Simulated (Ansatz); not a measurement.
This triplet is an excited state, 1.89 eV above the relaxed singlet at the level composite: frozen-core CCSD(T) with HF/cc-pVQZ and the correlation energy extrapolated as X^-3 from cc-pVTZ and cc-pVQZ, plus CCSDT(Q) minus CCSD(T) in cc-pVDZ // PBE0-D3(BJ)/def2-TZVP (Ansatz, an electronic-structure program).

Species: HFGe, SMILES `[F][GeH]` (excited triplet) (charge 0, multiplicity 3).

### Question
Give a relaxed geometry from PBE0-D3(BJ)/def2-TZVP (Ansatz).

### Answer
the end point of this relaxation (outside a Z-matrix the atoms follow the SMILES, hydrogens last).
Z-matrix (Å, degrees):
```
Ge
F 1 1.7451
H 1 1.5618 2 112.74
```
